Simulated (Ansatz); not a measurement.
Species: C3H9F3OSi2, net charge 0, singlet state. SMILES: C[Si](C)(C)O[Si](F)(F)F
Geometry from a B3LYP-D3(BJ)/def2-TZVP (Ansatz, a program for electronic structure) optimisation:
```xyz
18

C     -2.4804     0.4087     0.7148
Si    -1.3374     0.3310    -0.7570
C     -1.5290     1.8186    -1.8609
C     -1.5499    -1.2638    -1.7006
O      0.2323     0.3739    -0.1824
Si     1.3792    -0.2488     0.7133
F      1.7481    -1.7166     0.2593
F      0.9600    -0.3268     2.2348
F      2.6896     0.6221     0.6233
H     -2.3223    -0.4406     1.3831
H     -3.5258     0.3936     0.3974
H     -2.3181     1.3221     1.2908
H     -2.5365     1.8644    -2.2812
H     -0.8203     1.7845    -2.6908
H     -1.3543     2.7429    -1.3065
H     -0.8462    -1.3248    -2.5332
H     -1.3814    -2.1293    -1.0560
H     -2.5603    -1.3432    -2.1088
```
Charge 0, spin multiplicity 1.

Wanted: atomisation energy (electronic, to ground-state atoms), in kcal/mol. Cores are frozen in the correlated levels unless marked. UHF or UKS for open shells. Spin-orbit coupling is left out. No relativistic terms. The coupled-cluster limit lacks core correlation, which all-electron functionals hold. Basis-set limits of correlation are two-point, X^-3; Hartree-Fock from the larger set. The bracket is a focal-point correction in the basis named.

| level | program | atomisation energy (kcal/mol) |
|---|---|---|
| PBE-D3(BJ)/def2-TZVPD | Ansatz + dftd3 | 1819.2 |
| wB97X-V/def2-TZVPD | Ansatz | (withheld) |
| wB97X/def2-TZVPD | Ansatz | 1801.9 |
| B2PLYP/def2-TZVPD | Ansatz | (withheld) |
| SCS-MP2/cc-pV(D+d)Z | Ansatz | 1665.1 |
| RI-MP2/CBS(cc-pV(T+d)Z,cc-pV(Q+d)Z)+[CCSD(T)-MP2]/cc-pV(T+d)Z | Ansatz | (withheld) |

Problem. Complete the blanks.

Solution. 
- wB97X-V/def2-TZVPD, atomisation energy (kcal/mol): 1806.8
- B2PLYP/def2-TZVPD, atomisation energy (kcal/mol): 1781.9
- RI-MP2/CBS(cc-pV(T+d)Z,cc-pV(Q+d)Z)+[CCSD(T)-MP2]/cc-pV(T+d)Z, atomisation energy (kcal/mol): 1814.5
